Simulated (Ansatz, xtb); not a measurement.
Species: CH2N, charge -1, multiplicity 1. It need not be the lowest isomer of its formula. Whether it binds its extra electron was not tested at this geometry. SMILES: C=[N-]
Geometry from a B3LYP-D3(BJ)/def2-TZVP (Ansatz, a program for electronic structure) optimisation:
```
C
N 1 1.2341
H 1 1.1553 2 126.44
H 1 1.1553 3 107.12 2 -180.00
```
Charge -1, spin multiplicity 1.

Harmonic wavenumbers from GFN2-xTB (xtb, at its own minimum), cm⁻¹: 839, 948, 1257, 1516, 1771, 2085.

Task: Give the harmonic wavenumbers at B3LYP-D3(BJ)/def2-TZVP (Ansatz, finite differences of forces, unscaled).

Result: 1010, 1160, 1499, 1715, 2119, 2432 cm⁻¹. Zero-point energy 14.2 kcal/mol.

Task: From these and the geometry, give the ideal-gas thermochemistry at 298.15 K and 1 atm (rigid rotor, harmonic oscillator).

Result: Point group C2v, rotational symmetry number 2. Rotational constants 290.2, 38.11, 33.68 GHz. S(trans) 35.93, S(rot) 16.03, S(vib) 0.16, S(elec, spin only) 0.00, S 52.1 cal/(mol K). H(298) - H(0) 2.41 kcal/mol; G - E(el) 1.1 kcal/mol.
